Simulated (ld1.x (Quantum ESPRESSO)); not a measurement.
**Pseudopotential generation for promethium: PAW, LDA (PZ), scalar-relativistic.**

```
Element                 : promethium
Generator               : ld1.x (Quantum ESPRESSO) 7.5
Type                    : PAW
Functional              : LDA (PZ)
Relativity              : scalar-relativistic
Frozen core             : [Kr] 4d10
Valence charge          : 15
Reference configuration : 4f5 5s2 5p6 5d0 6s2 6p0
Partial waves           : 5s (bound): rcut 2.50, rcutus 3.00 bohr; 6s (bound): rcut 2.50, rcutus 3.00 bohr; 5p (bound): rcut 2.20, rcutus 2.45 bohr; 6p (bound, empty): rcut 2.20, rcutus 2.45 bohr; 5d (bound, empty): rcut 3.10, rcutus 4.10 bohr; 5d channel at 0.8 Ry: rcut 3.10, rcutus 4.10 bohr; 4f (bound): rcut 0.90, rcutus 1.15 bohr; 4f channel at 5.2 Ry: rcut 0.90, rcutus 1.15 bohr
Local potential         : all-electron potential smoothed inside 1.25 bohr (lloc = -1)
Core correction         : a·sin(br)/r model core, default radius (ld1.x builds one for every PAW set, though the input has nlcc=.false.)
Augmentation charge     : BG, radius 1.00 bohr
```

All-electron outer shells of the reference configuration (LDA (PZ), scalar-relativistic, ld1.x):

```json
{"shell": "4p", "level (eV)": "-236.17", "outermost node (bohr)": "0.31", "outermost maximum (bohr)": "0.58"}
{"shell": "4d", "level (eV)": "-122.64", "outermost node (bohr)": "0.29", "outermost maximum (bohr)": "0.60"}
{"shell": "5s", "level (eV)": "-41.98", "outermost node (bohr)": "0.70", "outermost maximum (bohr)": "1.29"}
{"shell": "5p", "level (eV)": "-22.75", "outermost node (bohr)": "0.75", "outermost maximum (bohr)": "1.46"}
{"shell": "6s", "level (eV)": "-3.68", "outermost node (bohr)": "1.73", "outermost maximum (bohr)": "3.68"}
{"shell": "4f", "level (eV)": "-2.34", "outermost node (bohr)": "–", "outermost maximum (bohr)": "0.64"}
{"shell": "5d", "level (eV)": "-1.95", "outermost node (bohr)": "0.86", "outermost maximum (bohr)": "2.23"}
{"shell": "6p", "level (eV)": "-1.27", "outermost node (bohr)": "2.09", "outermost maximum (bohr)": "5.02"}
```

Calculated quality:

```json
{
  "Configuration tests": "test run stopped at test 3 of 9 (negative rho)",
  "Lowest eigenvalue of the overlap operator": "-0.22 (s channel); it is negative, so in a basis up to 400 Ry S is not positive definite and the file is unfit for use"
}
```

The ghost test of this file was not conclusive. Its overlap operator is not positive definite in a basis up to 400 Ry (lowest eigenvalue s -0.22, p -0.12), so the file is unfit for use: the generalised eigenproblem breaks down once the basis is large enough, and its test numbers describe a broken file.

Generation and tests took about 2.1 s on one core of a shared server CPU.
